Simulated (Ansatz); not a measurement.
Calculated with Ansatz (gas phase, PBE0-D4/def2-TZVP geometries, no zero-point term in ΔE). CCSD(T)/CBS adds triple-zeta CCSD(T) − MP2 to the extrapolated MP2 energy (def2 sets, frozen cores). This one scheme is used for every species. Functionals use def2-TZVPP. For Ga outer-core shells are correlated without core-valence functions, which leaves a few kJ/mol of doubt a bond. Scalar relativity is left out up to krypton. One conformer a species, not always the lowest.

`C=N[CH2][GaH][OH]` + HCl → `[OH][GaH][Cl]` + `C=NC`  (ligand exchange at a Ga–C bond)

```json
{"species": "`C=N[CH2][GaH][OH]`", "B2PLYP energy (Eh)": "-2134.20503"}
{"species": "HCl", "B2PLYP energy (Eh)": "-460.68739"}
{"species": "`[OH][GaH][Cl]`", "B2PLYP energy (Eh)": "-2461.07306"}
{"species": "`C=NC`", "B2PLYP energy (Eh)": "-133.87344"}
```

Problem. Work out ΔE.

Solution. ΔE = (-2461.07306) + (-133.87344) − (-2134.20503) − (-460.68739) = -0.05408 Eh = -1.47 eV. CCSD(T)/CBS gives -1.38 eV.

Largest T1 diagnostic among the species: 0.014.

The D4 term adds +0.07 eV with B3LYP and +0.04 eV with PBE0; it sums over pairs of atoms, weighted by their polarisabilities, and B3LYP, whose exchange is more repulsive, gets the larger term. From PBE to PBE0 (25 % exact exchange), in def2-TZVPP and without D4, ΔE moves by −0.07 eV. In def2-TZVPP, CCSD(T) changes the Hartree–Fock value by +0.37 eV (the triples alone add +0.04 eV) and MP2 by +0.36 eV.

B3LYP here is the variant with VWN-RPA as its local correlation; programs differ in this.
